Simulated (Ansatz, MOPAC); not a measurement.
Molecule: GeI, net charge 0, doublet state. SMILES: [Ge][I]

Atoms: Ge1, I2. Bonds: Ge1-I2.

Bond lengths (Å) and angles (degrees) optimised at AM1 with MOPAC; HF/STO-3G with Ansatz (a quantum-chemistry and plane-wave program); PBE/LANL2DZ with Ansatz, each started from the B3LYP-D3(BJ)/def2-TZVP structure (Ansatz) of the last column. A row stands for all coordinates that are equal there.

| coordinate | AM1 | HF/STO-3G | PBE/LANL2DZ | B3LYP-D3(BJ)/def2-TZVP |
|---|---|---|---|---|
| Ge1-I2 | 2.429 | 2.516 | 2.672 | 2.555 |

Mean signed difference of all 1 bond lengths from B3LYP-D3(BJ)/def2-TZVP: AM1 -0.127 Å, HF/STO-3G -0.039 Å, PBE/LANL2DZ 0.116 Å.
